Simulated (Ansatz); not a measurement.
Cs₈F₈⁻ (relaxed from a model of 2x2x4 CsF rock-salt block, whose bonding it doesn't keep). Total charge -1; doublet. Geometry r2SCAN-D4/def2-SVP, that of the neutral singlet; atoms count from 1.

```xyz
16

Cs   -3.3397    3.1716    1.2590
F    -1.7440    0.8610    1.3863
Cs   -0.3684   -1.6349    1.9599
F     1.3134   -3.8945    1.9340
F    -1.0221    4.3988    0.4882
Cs    0.7262    2.2552    1.0194
F     2.0521   -0.3271    1.1783
Cs    3.6848   -2.5743    1.6106
F    -3.4067    2.6467   -1.4226
Cs   -2.2066    0.1001   -1.3315
F    -0.4740   -2.1831   -0.8453
Cs    0.8570   -4.6515   -0.6526
Cs   -1.2023    4.0539   -2.2173
F     0.1660    1.6495   -1.7191
Cs    1.8488   -0.7199   -1.6474
F     3.1155   -3.1513   -0.9999
```

In the def2 sets Cs takes a core potential; there is no spin–orbit coupling. The highest occupied level of the charge -1 doublet lies above zero (up to 0.57 eV). Energy differences disagree on whether the electron is bound (positive means bound): -0.07 eV (vertical, to the charge 0 singlet, at PBE0-D4/def2-SVP), but 0.09 eV at PBE-D4/def2-SVP.

Problem. Estimate the Mulliken populations from the PBE0/def2-SVP orbitals of Ansatz.

Solution. 
```tsv
atom	charge (e)	spin (α − β)
Cs1	-0.01	0.60
F2	-0.56	0.00
Cs3	0.88	-0.35
F4	-0.56	0.00
F5	-0.56	0.00
Cs6	0.88	-0.35
F7	-0.56	0.00
Cs8	-0.01	0.60
F9	-0.56	0.00
Cs10	0.88	-0.35
F11	-0.56	0.00
Cs12	-0.01	0.60
Cs13	-0.01	0.60
F14	-0.56	0.00
Cs15	0.88	-0.35
F16	-0.56	0.00
```
Mulliken values and Mayer orders depend strongly on the basis.

Problem. Where does the spin sit?

Solution. Summed by element: Cs 1.01, F -0.01, of 1 unpaired in all. Largest on single atoms: Cs13 0.60, Cs1 0.60, Cs12 0.60.

Problem. And the Mayer bond orders between bonded heavy atoms (over 0.3)?

Solution. Cs1–F5 0.30 (2.73 Å); Cs1–F9 0.30 (2.73 Å); Cs1–Cs13 0.74 (4.18 Å); Cs3–F4 0.31 (2.82 Å); Cs3–Cs15 0.32 (4.33 Å); F4–Cs8 0.30 (2.73 Å); F4–Cs12 0.30 (2.73 Å); F5–Cs6 0.31 (2.82 Å); F5–Cs13 0.30 (2.73 Å); Cs6–Cs10 0.32 (4.33 Å); Cs8–Cs12 0.74 (4.18 Å); Cs8–F16 0.30 (2.73 Å); F9–Cs10 0.31 (2.82 Å); F9–Cs13 0.30 (2.73 Å); Cs12–F16 0.30 (2.73 Å); Cs15–F16 0.31 (2.82 Å). Values over 0.3 also appear between atoms too far apart for a bond (Cs1–Cs8 0.71 at 9.08 Å; Cs1–Cs12 0.71 at 9.08 Å; Cs8–Cs13 0.71 at 9.08 Å; Cs12–Cs13 0.71 at 9.08 Å); they arise where an orbital or an unpaired electron spreads over both atoms.
